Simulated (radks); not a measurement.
Problem. The table gives one normalised radial function P(r) = r R(r) of Tb3+ in [Kr] 4d10 4f8 5s2 5p5 6s1 (r in bohr). All-electron calculation, scalar-relativistic Kohn-Sham, SOGGA, spin-polarised, spherical densities, finite nucleus; open shells are filled with parallel spins first (spin-orbit coupling, left out, can overturn this in heavy ions); Fermi nuclear charge, rms radius 5.06 fm. Program: a radial shooting solver on a logarithmic mesh with Libxc functionals.

r,P
0.001898,0.0031
0.00297,0.0067
0.004611,0.0140
0.007218,0.0292
0.0113,0.0585
0.01768,0.1088
0.02768,0.1778
0.04332,0.2278
0.0678,0.1628
0.1053,-0.0867
0.1648,-0.3251
0.2579,-0.0694
0.4037,0.4588
0.6318,0.1609
0.9889,-0.7304
1.548,-0.8945
2.403,-0.3791
3.761,-0.0514
5.887,-0.0014
9.215,0.0000

Which n and l does it have? It may be an empty orbital.

Solution. n = 5, l = 1: the number of nodes gives n - l - 1 = 3, the rise at small r (about r^(l+1), flatter next to the nucleus through relativity) gives l, and the extent must fit the shell. The curve is that of 5p down; the table hardly tells the two spins apart. 5p down: eigenvalue -55.420 eV, 3 radial nodes at r = 0.0928, 0.272, 0.686 bohr, <r> = 1.49 bohr, 90 % of the charge inside 2.16 bohr.
